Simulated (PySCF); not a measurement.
Basis and Hamiltonian dependence of the ionisation energy of S²⁺

S²⁺ [Ne] 3s2 3p2 (3P) → S³⁺ [Ne] 3s2 3p1 (2P). Calculated with PySCF 2.14 from differences of total energies of unrestricted determinants, without spin-orbit coupling. Values in eV.

```csv
basis,Hamiltonian,functions,UHF,r2SCAN,PBE0,MP2 (valence),CCSD(T) (valence),CCSD(T) (valence and next inner shell)
jorge-DZP-DKH,spin-free X2C,24,34.121,n/a,34.858,34.453,34.489,n/a
Sapporo-DZP-2012,spin-free X2C,27,34.251,n/a,n/a,34.600,34.677,n/a
x2c-TZVPPall,spin-free X2C,42,34.139,35.006,34.864,34.613,n/a,34.697
dyall-av2z,non-relativistic,50,34.106,34.964,34.828,34.448,n/a,n/a
"x2c-TZVPPall with one added diffuse shell each of s, p, d type",spin-free X2C,51,34.148,35.016,34.871,34.625,34.703,34.710
x2c-QZVPPall,spin-free X2C,70,34.151,35.014,34.865,34.676,34.747,34.759
"aug-cc-pV(T+d)Z with one added diffuse shell each of s, p, d, f type",non-relativistic,71,34.157,35.030,34.877,34.638,34.714,n/a
aug-cc-pCVTZ-DK,spin-free X2C,75,34.149,35.022,34.867,34.634,34.712,34.739
aug-cc-pVQZ-DK,spin-free X2C,84,34.152,35.023,34.871,34.673,34.741,n/a
dyall-av3z,spin-free X2C,84,34.153,35.022,34.867,34.636,34.706,n/a
dyall-av3z,non-relativistic,84,34.162,35.031,34.876,34.643,34.713,n/a
"aug-cc-pCVTZ-DK with one added diffuse shell each of s, p, d, f type",spin-free X2C,91,34.150,35.022,34.868,34.636,34.713,34.741
aug-cc-pCVQZ-DK,spin-free X2C,134,34.151,35.016,34.867,34.679,n/a,n/a
aug-cc-pV(5+d)Z,non-relativistic,136,34.158,35.027,34.875,34.701,n/a,n/a
```

Extrapolation of MP2 (valence) from aug-cc-pCVTZ-DK and aug-cc-pCVQZ-DK: the correlation parts are 0.485 and 0.528 eV; with the X⁻³ form and unrounded values, (4³ × 0.528 − 3³ × 0.485)/(4³ − 3³) = 0.559 eV, and adding the Hartree-Fock value 34.151 eV of the larger basis gives 34.710 eV.

Frozen in the all-electron rows: valence: [Ne]; valence and next inner shell: 1s2.

Between the lowest levels the reference is 34.86 ± 0.04 eV (semi-empirical (NIST evaluation); NIST Atomic Spectra Database, ionization energies); it includes spin-orbit coupling, which these numbers lack.
